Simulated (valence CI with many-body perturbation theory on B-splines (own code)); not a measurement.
From CI to CI+MBPT in Se¹⁹⁺

Computed by relativistic CI+MBPT: five valence electrons over a frozen Dirac-Fock core [Ne], a basis of 9 s, 9 p, 8 d, 6 f, 3 g, 1 h functions for each j, with the one-electron correlation potential Σ1 (screened to all orders), the two-electron term Σ2, the three-electron term Σ3, Breit, model QED; selected single and double excitations, second order for the rest (own B-spline code, finite nucleus).

No measured levels were compared; by estimate levels of excited configurations hold to 0.05 to 0.15 % of their energy, terms of the ground configuration to about 0.5 %. Among the levels kept, up to 450 cm⁻¹ of a level comes from second order outside the variational space, and about a tenth of that is noise between levels of different J, which matters for small intervals.

Each rung adds one term. CI alone is the Dirac-Coulomb CI over the frozen core; QED comes last and gives the full result, which names the levels. Energies are above 3s²3p³ ⁴S°_3/2 on the same rung, in eV.

Names give the largest LS component (configuration and term), which can be under half, so a name can repeat, a term be missing and a line seem to break the LS rules; names also repeat where a configuration has a term twice. Letters in brackets count levels of one name in rising energy.

| Level | CI alone |
| --- | --- |
| 3s²3p³ ²D°_3/2 | 8.16 |
| 3s²3p³ ²D°_5/2 | 11.11 |
| 3s²3p³ ²P°_1/2 | 16.38 |
| 3s²3p³ ²P°_3/2 | 21.99 |
| 3s3p⁴ ⁴P_5/2 | 57.02 |
| 3s3p⁴ ⁴P_3/2 | 61.94 |
| 3s3p⁴ ⁴P_1/2 | 63.31 |
| 3s3p⁴ ²D_3/2 | 70.98 |
| 3s3p⁴ ²D_5/2 | 73.10 |
| 3s²3p²3d ²P_3/2 [a] | 80.23 |
| 3s3p⁴ ²S_1/2 | 81.22 |
| 3s²3p²3d ⁴F_3/2 | 82.60 |
| 3s²3p²3d ⁴F_5/2 | 84.57 |
| 3s²3p²3d ²F_5/2 | 87.49 |
| 3s²3p²3d ⁴D_1/2 [a] | 87.85 |
| 3s²3p²3d ⁴F_7/2 | 88.11 |

Task: What do these energies become with core correlation, Breit and QED?

Result: 3s²3p³ ²D°_3/2 8.08 (-0.079); 3s²3p³ ²D°_5/2 10.95 (-0.154); 3s²3p³ ²P°_1/2 16.21 (-0.169); 3s²3p³ ²P°_3/2 21.74 (-0.256); 3s3p⁴ ⁴P_5/2 56.81 (-0.207); 3s3p⁴ ⁴P_3/2 61.70 (-0.239); 3s3p⁴ ⁴P_1/2 63.05 (-0.255); 3s3p⁴ ²D_3/2 70.62 (-0.358); 3s3p⁴ ²D_5/2 72.68 (-0.416); 3s²3p²3d ²P_3/2 [a] 79.71 (-0.521); 3s3p⁴ ²S_1/2 80.68 (-0.542); 3s²3p²3d ⁴F_3/2 82.09 (-0.512); 3s²3p²3d ⁴F_5/2 84.00 (-0.565); 3s²3p²3d ²F_5/2 86.89 (-0.600); 3s²3p²3d ⁴D_1/2 [a] 87.28 (-0.574); 3s²3p²3d ⁴F_7/2 87.48 (-0.633).

Task: How does the ionisation energy move along the ladder, and which term matters most?

Result: CI alone 790.40, + Σ1 791.12, + Σ2 791.04, + Σ3 790.76, + Breit 790.53, + QED 790.53 eV. The largest step is Σ1, 0.72 eV. NIST lists 798 ± 3 eV (semi-empirical).
